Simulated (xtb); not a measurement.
C3H11OSi, charge +1, singlet, at a GFN2-xTB geometry, atoms displaced at random by about 0.02 Å a coordinate; GFN1-xTB (xtb).

The xtb input:
```
$ xtb mol.xyz --gfn 1 --chrg 1 --opt vtight --json

# file mol.xyz
16

C     -0.02823655     1.62784652    -1.08852408
Si     0.22174645    -0.03906327    -0.21907883
C     -0.56000111    -1.58363418    -1.00176296
C      1.65303144    -0.22939331     0.98243798
O     -1.26113851     0.19498303     1.28380516
H      0.67365898     1.67329173    -1.97059462
H      0.18478860     2.44100695    -0.49583277
H     -1.03239664     1.73312246    -1.49544091
H     -0.75209793    -2.39101978    -0.23745778
H      0.08675638    -2.02082746    -1.75972832
H     -1.52138449    -1.37211360    -1.47326074
H      1.50154266    -1.00206822     1.76019411
H      2.54133993    -0.47403200     0.44521690
H      1.90699066     0.68882567     1.49624885
H     -1.08044159     0.78339295     2.03814929
H     -2.18577825     0.17770049     1.09230652
```

It wrote (shortened):

```
   ID    Z sym.   atoms
    1    6 C      1, 3, 4
    2   14 Si     2
    3    8 O      5
    4    1 H      6-16

           -------------------------------------------------
          |                Calculation Setup                |
           -------------------------------------------------

           -------------------------------------------------
          |                 G F N 1 - x T B                 |
           -------------------------------------------------

          ...................................................
          :                      SETUP                      :
          :.................................................:
          :  # basis functions                  48          :
          :  # atomic orbitals                  47          :
          :  # shells                           33          :
          :  # electrons                        32          :
          :  # halogen bonds                     0          :
          :  max. iterations                   250          :
          :  Hamiltonian                  GFN1-xTB          :
          :  restarted?                      false          :
          :  GBSA solvation                  false          :
          :  PC potential                    false          :
          :  electronic temp.          300.0000000     K    :
          :  accuracy                    1.0000000          :
          :  -> integral cutoff          0.2500000E+02      :
          :  -> integral neglect         0.1000000E-07      :
          :  -> SCF convergence          0.1000000E-05 Eh   :
          :  -> wf. convergence          0.2000000E-04 e    :
          :  Broyden damping             0.4000000          :
          :  net charge                          1          :
          :  unpaired electrons                  0          :
          ...................................................

 iter      E             dE          RMSdq      gap      omega  full diag
   1    -18.6076291 -0.186076E+02  0.746E+00    6.18       0.0  T
   2    -18.6240975 -0.164685E-01  0.440E+00    5.89       1.0  T
   3    -18.6211577  0.293988E-02  0.471E-01    5.74       1.0  T
   4    -18.6257553 -0.459761E-02  0.155E-01    5.70       1.0  T
   5    -18.6260653 -0.309984E-03  0.661E-02    5.78       1.0  T
   6    -18.6261059 -0.406086E-04  0.195E-02    5.78       1.3  T
   7    -18.6261184 -0.125162E-04  0.939E-04    5.78      26.6  T
[...]
 * total energy  :   -18.4167146 Eh     change       -0.5618511E-04 Eh
 * total energy  :   -18.4167587 Eh     change       -0.4410910E-04 Eh
 * total energy  :   -18.4167786 Eh     change       -0.1984599E-04 Eh
 * total energy  :   -18.4167914 Eh     change       -0.1283962E-04 Eh
 * total energy  :   -18.4168018 Eh     change       -0.1043788E-04 Eh
 * total energy  :   -18.4168111 Eh     change       -0.9291984E-05 Eh
 * total energy  :   -18.4168134 Eh     change       -0.2224257E-05 Eh
 * total energy  :   -18.4168156 Eh     change       -0.2255459E-05 Eh
 * total energy  :   -18.4168180 Eh     change       -0.2347926E-05 Eh
 * total energy  :   -18.4168196 Eh     change       -0.1607974E-05 Eh
 * total energy  :   -18.4168199 Eh     change       -0.3102075E-06 Eh
 * total energy  :   -18.4168199 Eh     change       -0.4837518E-07 Eh
   *** GEOMETRY OPTIMIZATION CONVERGED AFTER 18 ITERATIONS ***
         :: total energy             -18.416819926999 Eh    ::
[...]
     7H     0.07506  0.12889   0.925  0.000  0.000
     8H     0.07477  0.12860   0.925  0.000  0.000
     9H     0.07606  0.12999   0.924  0.000  0.000
    10H     0.08752  0.14106   0.912  0.000  0.000
    11H     0.07222  0.12618   0.928  0.000  0.000
    12H     0.07571  0.12965   0.924  0.000  0.000
    13H     0.08782  0.14135   0.912  0.000  0.000
    14H     0.07226  0.12622   0.928  0.000  0.000
    15H     0.43031  0.60162   0.570  0.000  0.000
    16H     0.43025  0.60153   0.570  0.000  0.000

Wiberg/Mayer (AO) data.
largest (>0.10) Wiberg bond orders for each atom

 ---------------------------------------------------------------------------
     #   Z sym  total        # sym  WBO       # sym  WBO       # sym  WBO
 ---------------------------------------------------------------------------
     1   6 C    3.976 --     2 Si   1.075     7 H    0.931     8 H    0.931
                             6 H    0.930
     2  14 Si   4.401 --     3 C    1.075     4 C    1.075     1 C    1.075
                             5 O    0.662
     3   6 C    3.975 --     2 Si   1.075     9 H    0.932    11 H    0.931
                            10 H    0.928
     4   6 C    3.975 --     2 Si   1.075    12 H    0.932    14 H    0.931
                            13 H    0.928
     5   8 O    2.274 --    16 H    0.790    15 H    0.790     2 Si   0.662
     6   1 H    0.992 --     1 C    0.930
     7   1 H    0.994 --     1 C    0.931
     8   1 H    0.994 --     1 C    0.931
     9   1 H    0.994 --     3 C    0.932
    10   1 H    0.991 --     3 C    0.928
    11   1 H    0.994 --     3 C    0.931
    12   1 H    0.994 --     4 C    0.932
    13   1 H    0.991 --     4 C    0.928
    14   1 H    0.994 --     4 C    0.931
    15   1 H    0.821 --     5 O    0.790
    16   1 H    0.821 --     5 O    0.790
 ---------------------------------------------------------------------------

Topologies differ in total number of bonds
Writing topology from bond orders to xtbtopo.mol

 dipole moment from electron density (au)
     X       Y       Z
  -1.6652   0.4428   1.5958  total (Debye):    5.969

optimized geometry written to: xtbopt.xyz

           -------------------------------------------------
          | TOTAL ENERGY              -18.416819926999 Eh   |
          | GRADIENT NORM               0.000085836047 Eh/α |
          | HOMO-LUMO GAP               5.500601206904 eV   |
           -------------------------------------------------

normal termination of xtb
```
